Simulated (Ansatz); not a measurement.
The cluster ZnTe2. Charge 0, multiplicity 1. Geometry B3LYP-D4/def2-TZVP, basis def2-TZVP, Ansatz.

```tsv
atom	x (Å)	y (Å)	z (Å)
Zn1	0.334	0.166	-1.271
Te2	-0.114	-1.586	0.454
Te3	-0.220	1.420	0.817
```

| run | HOMO (eV) | LUMO (eV) |
| --- | --- | --- |
| A | -4.69 | -4.37 |
| B | -5.59 | -3.72 |
| C | -4.53 | -4.30 |
| D | -4.63 | -4.28 |
| E | -5.41 | -3.96 |
| F | -7.92 | -1.87 |

In the def2 sets Te takes a core potential; there is no spin–orbit coupling. LC-ωPBE has ω = 0.4 bohr⁻¹. B3LYP takes the VWN-RPA correlation. At PBE0-D4/def2-TZVP a triplet of charge 0 lies 0.07 eV below the restricted singlet, each at its own geometry. The structure comes from a short search, and lower isomers may exist.

Task: The runs used B3LYP, BLYP, LC-ωPBE, PBE, PBE0, revPBE. Estimate which is which.

Result: A PBE (0 % exact exchange); B PBE0 (25 % exact exchange); C BLYP (0 % exact exchange); D revPBE (0 % exact exchange); E B3LYP (20 % exact exchange); F LC-ωPBE (range-separated). Exact exchange lowers occupied and raises empty levels; among semilocal functionals meta-GGAs tend to open the gap a little, and such runs are hard to tell apart. The gap grows from 0.22 eV (BLYP) to 6.05 eV (LC-ωPBE).
